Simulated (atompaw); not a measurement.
# An all-electron radial function and its pseudo partner (carbon)

Columns: radius, all-electron u(r) and pseudo u(r) of the 2p shell (level -5.29 eV) of carbon in the configuration [He] 2s2 2p2; PBE, scalar-relativistic, PAW (atompaw) scheme, atompaw 4.2.0.5.

| r (bohr) | all-electron | pseudo |
| --- | --- | --- |
| 0.065 | 0.0221 | 0.0053 |
| 0.131 | 0.0745 | 0.0212 |
| 0.196 | 0.1406 | 0.0469 |
| 0.262 | 0.2128 | 0.0821 |
| 0.327 | 0.2836 | 0.1245 |
| 0.392 | 0.3508 | 0.1734 |
| 0.458 | 0.4135 | 0.2278 |
| 0.523 | 0.4689 | 0.2844 |
| 0.588 | 0.5177 | 0.3422 |
| 0.654 | 0.5609 | 0.4003 |
| 0.719 | 0.5975 | 0.4554 |
| 0.785 | 0.6288 | 0.5075 |
| 0.850 | 0.6539 | 0.5539 |
| 0.915 | 0.6738 | 0.5944 |
| 0.981 | 0.6889 | 0.6289 |
| 1.046 | 0.6993 | 0.6559 |
| 1.112 | 0.7058 | 0.6763 |
| 1.177 | 0.7086 | 0.6898 |
| 1.242 | 0.7084 | 0.6973 |
| 1.308 | 0.7053 | 0.6996 |
| 1.373 | 0.7000 | 0.6974 |
| 1.438 | 0.6926 | 0.6916 |
| 1.504 | 0.6834 | 0.6831 |
| 1.569 | 0.6729 | 0.6728 |
| 1.635 | 0.6610 | 0.6610 |
| 1.700 | 0.6483 | 0.6483 |

(1) How many radial nodes do the two functions have?

(2) Where does each function peak?

(3) Is the pseudo-wave norm-conserving?

Results:

(1) The all-electron 2p function has n − l − 1 = 0; the pseudo-wave has 0.

(2) Outermost all-electron maximum near 1.18 bohr, pseudo maximum near 1.31 bohr (to the table’s step).

(3) No, it belongs to a PAW set: the norm inside the radius is not constrained, and the difference is carried by the augmentation charge.
